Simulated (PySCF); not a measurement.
HCl2HfO (SMILES [OH][Hf+]([Cl])[Cl]), charge +1, singlet, geometry from GFN2-xTB (such geometries of metal compounds can be far from the true shape) (the multiplicity is a formal guess) (core potentials on Hf).

PySCF was given this input:
```python
from pyscf import gto, scf, dft

mol = gto.M(
    atom='''
Hf    0.262805   -0.174646   -0.079199
Cl   -1.765701   -0.978754    0.317014
Cl   -0.154209    1.910895   -0.707713
O     1.430908   -0.324711    1.334596
H     2.269273   -0.674202    1.667476
''',
    basis='def2-svp',
    ecp={'Hf': 'def2-svp'},
    charge=1,
    spin=0,
    verbose=4,
)

mf = dft.RKS(mol)
mf.xc = 'pbe0'
mf.kernel()
```

Task: What does this run give for the Mulliken (on the basis functions themselves) charges in atom order, HOMO-LUMO gap, total energy, nuclear repulsion energy, HOMO energy?

Result: 
- Mulliken (on the basis functions themselves) charges in atom order: Hf1 1.20, Cl2 -0.07, Cl3 -0.07, O4 -0.33, H5 0.27
- HOMO-LUMO gap: 5.77 eV
- total energy: -1043.4082 Eh
- nuclear repulsion energy: 222.1678 Eh
- HOMO energy: -14.43 eV
